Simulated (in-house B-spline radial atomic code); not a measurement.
Atomic self-consistent-field run: K III (K2+). Computed with a B-spline radial code for spherical atoms: scalar-relativistic (X2C) LC-wPBE, spin-polarised, spherical fractional occupations, exact exchange averaged over the configuration, Fermi nucleus of rms radius 3.4349 fm.

Command:
```bash
python run_scf.py task.json out
```
Settings (nuclear radius in fm, mass in u):
```
Z                19
configuration    [Ne] 3s2 3p5
hamiltonian      x2c
method           lc_wpbe
spin_polarised   True
nucleus          fermi
rms_radius       3.4349
atomic_mass      38.96371
speed_of_light   137.035999084
exact_exchange   averaged over the configuration
```

Output (hartree, bohr):
```
 radial grid: 70 intervals, B-splines of order 8, outer radius 25.5556 bohr

 iter        energy (Eh)    residual
    1        -597.238507    2.93e-01
    2        -600.270692    1.39e-01
    3        -600.725481    4.32e-02
    4        -600.771674    1.57e-02
    5        -600.776618    5.54e-03
    6        -600.777278    2.92e-04
    7        -600.777282    7.83e-05
    8        -600.777282    1.25e-05
    9        -600.777282    1.15e-06
   10        -600.777282    4.90e-08

 total energy                      -600.77728
 kinetic                             604.8437
 electron-nucleus                  -1416.6572
 Hartree                             243.7276
 exact exchange                       -3.4660
 exchange-correlation                -29.2253

 orbital      occ     eigenvalue          <r>       <r^2>       <1/r>       r_max
 1s up      1.000      -130.4804    0.0808119  0.00879901     18.8605     0.05276
 1s down    1.000      -130.4714    0.0808079  0.00879809     18.8613     0.05276
 2s up      1.000       -14.0675     0.387355    0.177966     3.81958      0.3179
 2s down    1.000       -14.0595     0.387297    0.177867     3.81915       0.318
 2p up      3.000       -11.3716     0.350295    0.152166     3.70383      0.2626
 2p down    3.000       -11.3603     0.350342    0.152175     3.70288      0.2627
 3s up      1.000        -2.3206       1.2375     1.76383     1.12727       1.068
 3s down    1.000        -2.2577      1.23893      1.7694     1.12706       1.067
 3p up      3.000        -1.6518      1.34744     2.12623     1.00962       1.129
 3p down    2.000        -1.6074      1.35608     2.15772     1.00491       1.131
```

Run time, properties included: 1.1 s on 1 thread of Arm Neoverse N1, with other jobs on the host.
